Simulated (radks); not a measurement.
Values are calculated unless marked as measured or tabulated.
Species: Cu II. Configuration: [Ne] 3s2 3p5.5 3d10 4p0.5 (fractional occupations, a model configuration). Code: a radial shooting solver on a logarithmic mesh with Libxc functionals. Model: scalar-relativistic Kohn-Sham, LDA (Slater exchange, VWN5 correlation), spin-polarised, spherical densities, point nucleus; open shells are filled with parallel spins first.

Radial electron density D(r) = 4 pi r^2 rho(r):

r (bohr),D(r) (e/bohr),spin D(r)
0.003029,1.810,-2.13e-07
0.003976,2.916,0.00000430
0.005261,4.678,0.0000206
0.00696,7.329,0.0000718
0.00921,11.12,0.000222
0.01219,16.19,0.000642
0.01599,22.13,0.00172
0.02116,28.47,0.00451
0.028,33.47,0.0112
0.03705,35.25,0.0262
0.04902,33.08,0.0562
0.06434,29.23,0.106
0.08514,28.17,0.173
0.1126,32.98,0.227
0.149,39.29,0.208
0.1956,38.07,0.0966
0.2589,27.56,0.00761
0.3425,18.64,0.172
0.4532,19.46,0.587
0.5996,22.33,0.842
0.787,18.50,0.661
1.041,10.60,0.296
1.378,4.650,0.106
1.823,1.799,0.117
2.412,0.6850,0.170
3.166,0.2789,0.160
4.189,0.1069,0.0907
5.543,0.02927,0.0282
7.334,0.004116,0.00409
9.704,0.0002262,0.000226

D(r) has 3 maxima, at r = 0.0365, 0.165, 0.600 bohr, and minima at 0.0786, 0.380 bohr, inside which lie 2.10, 10.92 electrons.
